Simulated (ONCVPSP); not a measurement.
W (Z = 74): one change to an ONCV potential, before and after

- Element: W (Z = 74)
- Generator: ONCVPSP 4.0.1
- Type: optimised norm-conserving Vanderbilt (ONCV)
- Functional: PBE
- Relativity: scalar-relativistic
- Frozen core: [Kr] 4d10 4f14
- Valence charge: 14
- Reference configuration: 5s2 5p6 5d4 6s2
- Partial waves: 5s+6s: rc 1.45 bohr, ncon 4, nbas 8, qcut 7.6 1/bohr, 3 projectors, debl 1.4 Ha; 5p: rc 1.30 bohr, ncon 4, nbas 7, qcut 5.3 1/bohr, 2 projectors, debl 2.5 Ha; 5d: rc 2.50 bohr, ncon 3, nbas 8, qcut 7.6 1/bohr, 1 projector
- Local potential: polynomial inside 1.15 bohr (lpopt 5, dvloc0 0 Ha)
- Core correction: Teter function, fcfact 5.5, rcfact 1.4

Change: core correction Teter function, fcfact 3.5, rcfact 1.4.

Cutoffs: the cutoffs (Ha) at which the residual kinetic energy of the hardest occupied pseudo-wave falls to 1 and 0.1 mHa per electron; they do not see the model core or the augmentation charge, which bear on the density cutoff. Errors are all-electron minus pseudo energies relative to the spin-unpolarised reference configuration.

What does the change do?

The potential gets neither clearly harder nor softer (78 Ha and 92 Ha → 78 Ha and 92 Ha); of the 4 tests that both files solve, the error grows in 0 and shrinks in 3 by more than 15 % and 0.3 meV (median size 5.0 → 2.5 meV); neither file shows a bound ghost. A model core, the more so a compact one, raises the density cutoff, which this test does not measure.

| quantity | base | changed |
| --- | --- | --- |
| cutoff, loose | 78 Ha | 78 Ha |
| cutoff, tight | 92 Ha | 92 Ha |
| bound ghosts | none | none |
| GHOST(+) flags under 300 eV | s at 286.4 eV | s at 286.4 eV |
| error for 5s2 5p6 5d4 6s1, meV [ΔE 8.88 eV] | -2.8 | -2.5 |
| error for 5s2 5p6 5d4 6s0, meV [ΔE 24.56 eV] | -4.4 | -2.5 |
| error for 5s2 5p6 5d3 6s0, meV [ΔE 49.95 eV] | -5.6 | -2.2 |
| error for 5s2 5p6 5d5 6s0, meV [ΔE 9.69 eV] | -12 | -9.0 |
| s: phases at 1.47 bohr within 0.05 rad from the reference energy up to (Ha; the scan ends near 5) | to the end of the scan | to the end of the scan |
| p: phases at 1.32 bohr within 0.05 rad from the reference energy up to (Ha; the scan ends near 5) | to the end of the scan | to the end of the scan |
| d: phases at 2.54 bohr within 0.05 rad from the reference energy up to (Ha; the scan ends near 5) | 1.3 | 1.3 |
| rms error of d²Exc/dni dnj with the model core, mHa | 0.87 | 0.61 |
